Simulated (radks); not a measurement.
Valence configurations of neutral promethium (all share [Xe]). Method: scalar-relativistic Kohn-Sham, r2SCAN, spin-polarised, spherical densities, finite nucleus; open shells are filled with parallel spins first (spin-orbit coupling, left out, can overturn this in heavy ions); meta-GGA in the generalised Kohn-Sham scheme; Fermi nuclear charge, rms radius 4.962 fm; computed with a radial shooting solver on a logarithmic mesh with Libxc functionals. Energies are relative to 4f5 6s2; eigenvalues in eV for spin up.

valence,E (eV),moment (Bohr magnetons),e(4f),e(5d),e(6p),e(6s)
4f5 6s2,0.000,5,-3.310,-,-,-3.725
4f5.5 6s1.5,0.590,6,-0.425,-,-,-3.426
4f5 5d1 6s1,0.924,7,-1.865,-1.414,-,-3.618
4f5 6s1 6p1,1.407,7,-4.241,-,-2.082,-4.703
4f4 5d1 6s2,3.429,5,-8.796,-3.276,-,-4.272
4f5 6p2,3.990,7,-5.401,-,-2.534,-
4f4 6s1 6p2,7.202,7,-12.719,-,-3.100,-6.411
4f3 5d2 6s2,11.346,5,-14.900,-4.592,-,-4.646
4f3 6s2 6p2,19.515,5,-21.848,-,-3.566,-7.320

NIST lists [Xe] 4f5 6s2 as the ground configuration; this level of theory agrees among the configurations tried. The energies are those of spherical high-spin densities, not of single terms. No valid solution was reached for [Xe] 4f6 6s1.
